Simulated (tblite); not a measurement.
Run record: tight-binding relaxation, `CC[Si]([SiH3])([SiH3])CNC`.

Computed with GFN2-xTB geometry optimisation, gas phase (tblite 0.8.0). Start geometry: from a force field or distance geometry. The command runs a driver script over a list of jobs; the input below is this job's line of settings and its coordinates in Å.

Command:
```bash
OMP_NUM_THREADS=1 python probes_run.py task.json out
```

Input:
```
{"job": {"kind": "relax", "xc": "GFN2-xTB", "basis": "xTB"}, "charge": 0, "multiplicity": 1}
C      1.665700     0.550300     2.031600
C      1.609300    -0.454700     0.883900
Si     0.542100    -0.021600    -0.564300
Si     1.413500     1.789100    -1.709400
Si     0.564500    -1.713400    -2.108600
C     -1.220800     0.396900    -0.095800
N     -1.784500    -0.679000     0.713900
C     -3.199000    -0.450100     0.972200
H      0.666800     0.720500     2.457900
H      2.048700     1.517400     1.704500
H      2.301600     0.184500     2.834200
H      2.635300    -0.631400     0.543700
H      1.265000    -1.414900     1.313900
H      0.581900     2.101300    -2.888000
H      2.800800     1.496100    -2.132100
H      1.431100     2.963900    -0.786900
H     -0.291100    -1.361600    -3.276000
H      1.955800    -1.910400    -2.602000
H      0.106600    -2.993100    -1.520400
H     -1.807000     0.545200    -0.995300
H     -1.243900     1.342000     0.477900
H     -1.306900    -0.732800     1.619900
H     -3.365000     0.489400     1.523000
H     -3.609100    -1.280000     1.575700
H     -3.772100    -0.429700     0.035700
```

Q: Give the output.

A: 
```
step      E/eV     max force
  0    -687.90414    1.772
  1    -688.00838    0.676
  2    -688.05358    0.314
  3    -688.07444    0.368
  4    -688.09308    0.408
  5    -688.11431    0.367
  6    -688.13659    0.331
  7    -688.15746    0.384
  8    -688.17257    0.278
  9    -688.18146    0.172
... (81 lines left out)
 91    -688.24188    0.045
 92    -688.24215    0.042
 93    -688.24240    0.041
 94    -688.24267    0.037
 95    -688.24289    0.024
 96    -688.24303    0.020
 97    -688.24309    0.021
 98    -688.24317    0.028
 99    -688.24323    0.019
100    -688.24330    0.008
```

«max force» is the largest atomic force in eV/Å.

Q: From which step on does the largest force stay under 0.1 eV/Å, and how much energy is left to gain from there?

A: From step 32 (0.097 eV/Å), 17.4 meV above the end.

Summary of the converged run: energy lowered by 7.8 kcal/mol over 100 steps; largest atomic force 0.008 eV/Å at the end.

Q: Give the final coordinates.

A: 0.264 Å rms from the input after alignment:
```
atom  x, y, z in Å
C1     1.6604    0.6573    1.9540
C2     1.6259   -0.4294    0.8850
Si3    0.5906    0.0404   -0.6762
Si4    1.5294    1.9639   -1.6147
Si5    0.3433   -1.8688   -1.9943
C6    -1.1756    0.4660   -0.0359
N7    -1.7645   -0.7389    0.5221
C8    -3.1532   -0.5858    0.9033
H9     0.6587    0.8686    2.3230
H10    2.0739    1.5804    1.5518
H11    2.2720    0.3537    2.8031
H12    2.6495   -0.6525    0.5766
H13    1.2374   -1.3502    1.3267
H14    0.9067    2.2924   -2.9006
H15    2.9596    1.7843   -1.8847
H16    1.4346    3.1882   -0.8086
H17   -0.5273   -1.6162   -3.1462
H18    1.6392   -2.2709   -2.5580
H19   -0.1864   -3.0530   -1.3166
H20   -1.7993    0.7716   -0.8810
H21   -1.1887    1.3104    0.6743
H22   -1.2267   -1.0252    1.3348
H23   -3.3198    0.2139    1.6427
H24   -3.5159   -1.5260    1.3174
H25   -3.7347   -0.3501    0.0111
```

Time: 1.0 s wall. Hardware: an Arm Neoverse V2 with one thread, on a shared host.
Labels such as C1 count atoms from 1, the log's own numbers from 0.
